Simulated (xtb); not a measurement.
xtb input (GFN2-xTB):

```bash
xtb mol.xyz --gfn 2 --sp --chrg 0 --uhf 0
```
mol.xyz:
```
6

N     -2.06977542    -0.23388660     0.00984483
Al    -0.33088302    -0.03739010     0.00157384
Cl     0.50446901     1.87210676    -0.14774167
Cl     0.91086938    -1.71217218     0.14100966
H     -2.72876911     0.52546995    -0.05378815
H     -2.54207641    -1.12108052     0.07885879
```

End of the output:

```
         :::::::::::::::::::::::::::::::::::::::::::::::::::::
         ::                     SUMMARY                     ::
         :::::::::::::::::::::::::::::::::::::::::::::::::::::
         :: total energy             -14.267920693860 Eh    ::
         :: gradient norm              0.039657539184 Eh/a0 ::
         :: HOMO-LUMO gap              4.083243107607 eV    ::
         ::.................................................::
         :: SCC energy               -14.341069219767 Eh    ::
         :: -> isotropic ES            0.051528944196 Eh    ::
         :: -> anisotropic ES          0.002099813175 Eh    ::
         :: -> anisotropic XC         -0.001617795669 Eh    ::
         :: -> dispersion             -0.003627357965 Eh    ::
         :: repulsion energy           0.073148525907 Eh    ::
         :: add. restraining           0.000000000000 Eh    ::
         :: total charge              -0.000000000000 e     ::
         :::::::::::::::::::::::::::::::::::::::::::::::::::::

           -------------------------------------------------
          |                Property Printout                |
           -------------------------------------------------

    * Orbital Energies and Occupations

         #    Occupation            Energy/Eh            Energy/eV
      -------------------------------------------------------------
         1        2.0000           -1.0460302             -28.4639
         2        2.0000           -1.0447502             -28.4291
         3        2.0000           -0.6066735             -16.5084
         4        2.0000           -0.5260954             -14.3158
         5        2.0000           -0.5257262             -14.3057
         6        2.0000           -0.4515440             -12.2871
         7        2.0000           -0.4450687             -12.1109
         8        2.0000           -0.4445073             -12.0957
         9        2.0000           -0.4403480             -11.9825
        10        2.0000           -0.4401055             -11.9759
        11        2.0000           -0.4315827             -11.7440
Note: The following floating-point exceptions are signalling: IEEE_UNDERFLOW_FLAG IEEE_DENORMAL
normal termination of xtb
        12        2.0000           -0.4069077             -11.0725 (HOMO)
        13                         -0.2568513              -6.9893 (LUMO)
        14                         -0.1486248              -4.0443
        15                         -0.0684218              -1.8619
        16                         -0.0496341              -1.3506
        17                         -0.0338731              -0.9217
        18                         -0.0185082              -0.5036
        19                          0.0173108               0.4711
        20                          0.0225731               0.6142
        21                          0.0254408               0.6923
        22                          0.0254618               0.6929
        23                          0.0280568               0.7635
       ...                                ...                  ...
        33                          1.0872743              29.5862
      -------------------------------------------------------------
                  HL-Gap            0.1500564 Eh            4.0832 eV
             Fermi-level           -0.3318795 Eh           -9.0309 eV

     #   Z          covCN         q      C6AA      α(0)
     1   7 N        2.505    -0.387    30.075     8.144
     2  13 Al       2.323     0.347   107.246    22.087
     3  17 Cl       0.768    -0.167   104.213    15.616
     4  17 Cl       0.768    -0.167   104.213    15.616
     5   1 H        0.862     0.187     1.172     1.696
     6   1 H        0.862     0.187     1.172     1.696

 Mol. C6AA /au·bohr⁶  :       1440.820811
 Mol. C8AA /au·bohr⁸  :      69053.537536
 Mol. α(0) /au        :         64.854669

Wiberg/Mayer (AO) data.
largest (>0.10) Wiberg bond orders for each atom

 ---------------------------------------------------------------------------
     #   Z sym  total        # sym  WBO       # sym  WBO       # sym  WBO
 ---------------------------------------------------------------------------
     1   7 N    3.289 --     2 Al   1.332     6 H    0.920     5 H    0.920
     2  13 Al   3.979 --     1 N    1.332     3 Cl   1.286     4 Cl   1.286
     3  17 Cl   1.424 --     2 Al   1.286
     4  17 Cl   1.424 --     2 Al   1.286
     5   1 H    0.965 --     1 N    0.920
     6   1 H    0.965 --     1 N    0.920
 ---------------------------------------------------------------------------

Topologies differ in total number of bonds
Writing topology from bond orders to xtbtopo.mol

molecular dipole:
                 x           y           z       tot (Debye)
 q only:       -1.015      -0.115       0.005
   full:       -0.940      -0.106       0.004       2.404
molecular quadrupole (traceless):
                xx          xy          yy          xz          yz          zz
 q only:        4.325       0.991      -4.315      -0.061       0.351      -0.009
  q+dip:        5.816       1.087      -3.670      -0.053       0.128      -2.146
   full:        3.882       0.963      -4.511      -0.063       0.418       0.629

           -------------------------------------------------
          | TOTAL ENERGY              -14.267920693860 Eh   |
          | GRADIENT NORM               0.039657539184 Eh/α |
          | HOMO-LUMO GAP               4.083243107607 eV   |
           -------------------------------------------------

------------------------------------------------------------------------
------------------------------------------------------------------------
 total:
 SCF:
```
